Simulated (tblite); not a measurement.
Task: What does the GFN2-xTB structure of InChI=1S/C4H7NPSi2/c1-2-3-8(4-5)7-6/h8H,3,6-7H2/t8-/m0/s1 look like in three dimensions? (Doublet state.)

Result: 
```xyz
15
C4H7NPSi2 angstrom
C     -1.299    2.350   -1.162
C     -1.229    1.516   -0.296
C     -1.243    0.814    0.973
Si    -0.531   -0.961    0.686
C     -1.901   -1.877   -0.197
N     -2.720   -2.448   -0.760
Si     1.363   -0.842   -0.669
P      2.581    0.904    0.034
H     -2.261    0.783    1.367
H     -0.614    1.343    1.693
H     -0.491   -1.602    2.011
H      2.216   -2.023   -0.489
H      1.009   -0.770   -2.092
H      1.724    1.867   -0.462
H      3.391    0.952   -1.084
```

Any rigid rotation of these coordinates is as good. Atoms count from 1 in this order. P8 (phosphorus bonded to Si and 2 H) is pyramidal (angles 95.3°, 95.3° and 92.8°, sum 283.4°, 0.83 Å off the plane of its three neighbours). C2 (carbon bonded to 2 C) is bent (angle 164.5°). The 2 C–Si bonds span 1.870 Å (Si4–C5, drawn single) to 1.934 Å (C3–Si4, drawn single), a spread of 0.064 Å. Of the pairs four or more bonds apart, C2···H14 is among the closest relative to their van der Waals radii: 2.98 Å, 103 % of the sum of Bondi's values.

Bonds between heavy atoms (Å): C1≡C2 1.204, C2–C3 1.451, C3–Si4 1.934, Si4–C5 1.870, C5≡N6 1.146, Si4–Si7 2.332, Si7–P8 2.242.

Structure optimised with GFN2-xTB, isolated species. This method treats the open shell by occupation alone, without spin polarisation.

Point group: C1 (no symmetry element, even within 0.4 Å). Its GFN2-xTB frequencies are all real (lowest 23 cm⁻¹). Torsions: C1–C2–C3–Si4 -172°, C2–C3–Si4–C5 -74°, C3–Si4–Si7–P8 42°, Si4–Si7–P8–H -72° and -166°.

One conformer stands for the species.

These are computed values.
